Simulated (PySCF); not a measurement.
## Potential energy of CaN along the bond

Set-up: PySCF, no relativity, basis sets Ca 6-311G(d,p), N 6-311G(d,p). Energies in eV from Ca + N in their ground configurations at the same level. State: ⁴Σ⁻ (quartet), unpaired electrons σ ↑, π ↑↑.

All columns are PBE0. A positive dipole means Ca(−)N(+).

| R (Å) | E (eV) | μ (D) | Mulliken charge on Ca (basis-dependent) | HOMO (eV) | LUMO (eV) | Mayer bond order | ⟨S²⟩ |
| --- | --- | --- | --- | --- | --- | --- | --- |
| 1.946 | -0.702 | -2.18 | 0.44 | -3.97 | -2.27 | 0.92 | 3.75 |
| 2.037 | -1.034 | -2.52 | 0.47 | -4.06 | -1.98 | 0.87 | 3.75 |
| 2.127 | -1.213 | -2.82 | 0.49 | -4.14 | -1.97 | 0.84 | 3.76 |
| 2.195 | -1.274 | -3.02 | 0.51 | -4.19 | -2.04 | 0.82 | 3.76 |
| 2.263 | -1.289 | -3.18 | 0.51 | -4.24 | -2.10 | 0.81 | 3.76 |
| 2.331 | -1.269 | -3.31 | 0.51 | -4.29 | -2.15 | 0.80 | 3.76 |
| 2.421 | -1.204 | -3.43 | 0.50 | -4.34 | -2.21 | 0.79 | 3.76 |
| 2.535 | -1.086 | -3.49 | 0.48 | -4.40 | -2.26 | 0.78 | 3.77 |
| 2.670 | -0.924 | -3.41 | 0.44 | -4.46 | -2.29 | 0.76 | 3.77 |
| 2.851 | -0.713 | -3.13 | 0.37 | -4.50 | -2.31 | 0.70 | 3.79 |

A fit through these points gives, at Re = 2.254 Å, μ = -3.16 D and dμ/dR = -2.25 D/Å; the reduced mass is 10.37 u.

Problem. How strong is the fundamental in the double-harmonic approximation, I = 42.26·(dμ/dR)²/μred km/mol?

Solution. I = 42.26·(-2.25)²/10.37 = 20.6 km/mol at PBE0.

The state is the lowest determinant that a PBE0 search found; another state may lie lower at other levels.
